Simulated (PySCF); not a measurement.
**A thermochemical cycle for SnH**

MP2 in PySCF with def2-TZVPPD on every atom (core potentials on Sn), for the lowest determinant that a PBE0 search found; no spin–orbit coupling. SnH, a doublet (π ↑), has De = 2.44 eV to neutral atoms, and SnH⁺, a singlet (closed shell), has De = 2.62 eV to Sn⁺ + H.

At the same level the Sn atom ionises at 7.24 eV.

Q: What is the adiabatic ionisation energy of the molecule, and does ionisation strengthen or weaken the bond?

A: IE = IE(Sn) + De(neutral) − De(ion) = 7.24 + 2.44 − 2.62 = 7.06 eV. De changes by +0.18 eV, so ionisation strengthens the bond.

Correlated steps freeze 4 core orbitals. Spin–orbit coupling is left out, which matters for elements this heavy, above all for dissociation energies. For an ion De counts to the pair picked by the measured ionisation energies or electron affinities, which need not be the lowest pair at this level. Where the molecule has an RHF reference, its open-shell atoms are computed with UHF. States were picked by a PBE0 search and need not be the measured ground states.
